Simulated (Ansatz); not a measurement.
```yaml
crystal:
  periodic: [true, true, true]
  atoms:
    - {symbol: N, position_ang: [-0.705400, -0.258192, 0.716083]}
    - {symbol: Ga, position_ang: [0.707877, 0.236808, -0.709341]}
    - {symbol: Cl, position_ang: [2.141943, -1.342589, -0.405608]}
    - {symbol: Cl, position_ang: [-0.486271, 0.131379, -2.499898]}
    - {symbol: Cl, position_ang: [1.273926, 2.203669, -0.035348]}
    - {symbol: H, position_ang: [-0.357218, -0.047366, 1.646290]}
    - {symbol: H, position_ang: [-1.560174, 0.268135, 0.563426]}
    - {symbol: H, position_ang: [-0.922482, -1.248943, 0.668597]}
basis:
  gaussian: {orbitals: def2-TZVP}
magnetization: {spin_polarized: true, initial_magnetization: 0}
hamiltonian: {xc: {name: PBE0}}
```

```sh
$ ansatz run in.yaml --threads 4 --pin off --events-out ev --progress --plain --max-ram 10444MiB
```

Output, abridged:

```
Error: YAML parse error: error: line 2 column 3: crystal: missing field `lattice` (a structure is typed as `lattice` and `atoms`, a molecule's as `atoms` in Å alone, or read from a run's directory, `checkpoint`)
 --> <input>:2:3
1 | crystal:
2 |   periodic: [true, true, true]
3 |   atoms:
4 |     - {symbol: N, position_ang: [-0.705400, -0.258192, 0.716083]}
```

(1) What is wrong with this run?

## Answers

(1) The molecule is marked periodic without a cell. The program refused the input.
